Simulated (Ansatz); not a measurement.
CH$_{7}$FOSi$_{2}$, SMILES `CO[SiH](F)[SiH3]`. Charge 0, multiplicity 1.

```xyz
12

C    -1.057   -0.851   -1.842
O    -0.478   -0.698   -0.562
Si    0.046    0.710    0.066
F    -1.195    1.671    0.400
Si    1.181    0.190    2.043
H    -0.569   -0.209   -2.584
H    -0.941   -1.891   -2.149
H    -2.123   -0.608   -1.813
H     0.839    1.447   -0.957
H     2.374   -0.637    1.723
H     1.631    1.441    2.710
H     0.291   -0.563    2.965
```

**Question.** Give the diagnostics of a CCSD(T)/def2-TZVPP run (frozen core, the Gaussian-basis code of Ansatz). (Best estimate.)

**Answer.** Computed: T1 = 0.0124, largest single amplitude 0.012, largest double 0.022, (T) share of the correlation energy 3.2 %, 9 CCSD cycles. The RHF solution is stable towards an unrestricted one. T1 lies under the customary mark of 0.02 for closed shells.
